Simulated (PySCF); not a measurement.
**Correlation energy of Sc (scandium, neutral)**

[Ar] 3d1 4s2, 2D determinant. Calculation: PySCF 2.14, in aug-cc-pwCVTZ-DK; the spin-free X2C one-electron Hamiltonian (Gaussian nucleus). Frozen: [Ne]; 11 electrons correlated.

MP2 pair energies summed by pair of shells (mhartree):

```csv
pair,energy,share (%)
3p-3p,-169.91,50.0
3s-3p,-51.14,15.1
3p-3d,-42.79,12.6
3p-4s,-27.04,8.0
4s-4s,-21.32,6.3
3s-3s,-9.36,2.8
3d-4s,-8.79,2.6
3s-3d,-7.29,2.1
3s-4s,-1.86,0.5
```

Total MP2 correlation energy: -339.49 mhartree.

Same-spin part -85.73 and opposite-spin part -253.76 mhartree; SCS-MP2 scales them by 1/3 and 6/5 to -333.09 mhartree.
